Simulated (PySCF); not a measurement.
Ag2, SMILES [Ag][Ag], multiplicity 1. Geometry optimised at PBE0-D3(BJ)/def2-TZVPD. The multiplicity is an assumed one; other spin states were not compared. The def2 effective core potentials stand for the cores of Ag; spin–orbit coupling is left out.

The numbers are results of PBE0-D3(BJ)/def2-TZVPD (PySCF), not measurements.

Harmonic wavenumbers (cm⁻¹): 181. Rotational constants (GHz): 1.412 (linear); symmetry number 2.

Problem. Work out the zero-point energy and the ideal-gas rigid-rotor harmonic-oscillator thermochemistry at 298.15 K and 1 atm.

Solution. ZPE = ½ Σ hcν = ½ × 181 cm⁻¹ = 1.08 kJ/mol. H − E(el) = 11.31 kJ/mol. Entropy in J/(mol K): translation 175.77, rotation 72.31, vibration 9.69, total 257.77. G − E(el) = -65.54 kJ/mol. Cp = 36.90 J/(mol K).
